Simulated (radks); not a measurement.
All-electron atom: Tl60+ in [Ar] 3d3.

Method: Dirac Kohn-Sham, PBEsol, spin-unpolarised, spherical densities, finite nucleus; open shells are shared between the two j in proportion to 2j + 1; Fermi nuclear charge, rms radius 5.4759 fm; computed with a radial shooting solver on a logarithmic mesh with Libxc functionals.

Energy parts (hartree):
part                       energy
total                 -16617.3910
kinetic                19716.7845
electron-nucleus      -38176.5856
Hartree                 2058.3788
exchange-correlation    -215.9687

Orbitals (lengths in bohr, moments of r in powers of bohr):
orbital  occ.  eigenvalue (hartree)  <1/r>      <r>      <r^2>
1s1/2       2             -3299.108  99.33  0.01633  0.0003691
2s1/2       2             -714.9402  24.68  0.06766   0.005477
2p1/2       2             -694.1383  24.61  0.05553   0.003855
2p3/2       4             -617.3359  19.81  0.06414   0.005000
3s1/2       2             -272.3012  9.590   0.1682    0.03241
3p1/2       2             -263.9681  9.506   0.1579    0.02905
3p3/2       4             -244.5691  8.226   0.1714    0.03404
3d3/2     1.2             -232.4890  8.096   0.1471    0.02509
3d5/2     1.8             -228.1150  7.808   0.1512    0.02640
4s1/2       0             -140.8611  4.902   0.3213     0.1164
4p1/2       0             -137.2319  4.853   0.3138     0.1120
4p3/2       0             -129.9388  4.371   0.3322     0.1253
4d3/2       0             -124.8491  4.291   0.3124     0.1120
4d5/2       0             -123.1643  4.181   0.3176     0.1155

The highest occupied level is 3d5/2 at -6207.3 eV. Summed over all electrons, <r^2> = 0.3761 bohr^2, which gives a Langevin (diamagnetic) susceptibility term of -0.298 x 10^-6 cm^3/mol. The electron density at the nucleus is 2.509e+06 e/bohr^3.
